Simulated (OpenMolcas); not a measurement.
## N: effect of the IPEA shift

```
Program             : OpenMolcas 26.06
Basis               : ANO-RCC-VQZP [5s4p3d2f1g]
Scalar Hamiltonian  : DKH2, point nucleus
Active space        : 5 electrons in 4 orbitals (2s 2p)
State averaging     : 2S+1 = 4 odd, 1 root; 2S+1 = 2 odd, 8 roots; 2S+1 = 4 even, 3 roots
Spin-orbit coupling : state interaction with AMFI integrals over the reference wave functions, term energies averaged over their components
```

Methods on the same reference wave functions:
A. CASSCF
B. SS-CASPT2, IPEA 0 Eh, imaginary shift 0.1 Eh (closed shells correlated: 1s)
C. SS-CASPT2, IPEA 0.25 Eh, imaginary shift 0.1 Eh (closed shells correlated: 1s)

Energies in cm⁻¹ above 2s² 2p³ ⁴S°_3/2, the measured ground level; measured values from NIST Handbook of Basic Atomic Spectroscopic Data.

```tsv
Level	A	B	C	Measured
2s² 2p³ ⁴S°_3/2	0.0	0.0	0.0	0.0
2s² 2p³ ²D°_3/2	22997	19460	19300	19233
2s² 2p³ ²D°_5/2	22998	19460	19300	19224
2s² 2p³ ²P°_3/2	30306	28950	28690	28839
2s² 2p³ ²P°_1/2	30308	28950	28690	28839
2s 2p⁴ ⁴P_5/2	90747	88360	88380	88107
2s 2p⁴ ⁴P_3/2	90809	88420	88440	88151
2s 2p⁴ ⁴P_1/2	90845	88460	88480	88171
```

Deviations, from unrounded energies. A percentage is the sum of absolute deviations over the sum of measured energies, with the sign that they share, or ± where signs differ.

```tsv
Against measurement	Levels	A	B	C
mean absolute deviation (cm-1)	7	2600	210	190
other terms of the ground configuration (%)	4	+10.9	+0.7	±0.5
other configurations (%)	3	+3.0	+0.3	+0.3
```

C lies closest to measurement on these levels and A furthest from it. The largest miss of C in the table is 2s 2p⁴ ⁴P_1/2, by +310 cm-1. The ranking rests on the paired levels alone, and a cruder setting can come out closer through cancelling errors.

Between B and C the level of the table that moves most is 2s² 2p³ ²P°_1/2, by 260 cm-1 (lowest in C, highest in B). Moves below CASPT2's spread within the term are not significant.

The mean deviations of B to C differ by less than CASPT2's widest spread within a term (180 cm-1), so their order carries little weight.

From A to B the spin-free energies of the other terms of 2s² 2p³ shown, above ⁴S°, scale by factors of 0.85 to 0.96.

The lowest spin-free term lies below A's lowest term by 0.136 hartree in B, 0.128 hartree in C.

CASPT2 does not keep the components of a term degenerate, so their means are used; among the terms shown or strongly mixed into the levels shown the widest spread is 180 cm-1 (2s² 2p³ ²D°, C). Without dynamic correlation excited terms often stand tens of per cent too high (terms of higher spin than the ground term too low), and those without a measured partner can miss by more than the paired ones (holds for A). Measured partners are found by configuration, term and J. A level has none where our copy of the source lacks it or the pairing is in doubt (some pairs that miss far off the trend of their configuration count as doubtful), and it then counts in no deviation. Levels of configurations outside the active space are missing.

° marks odd parity.
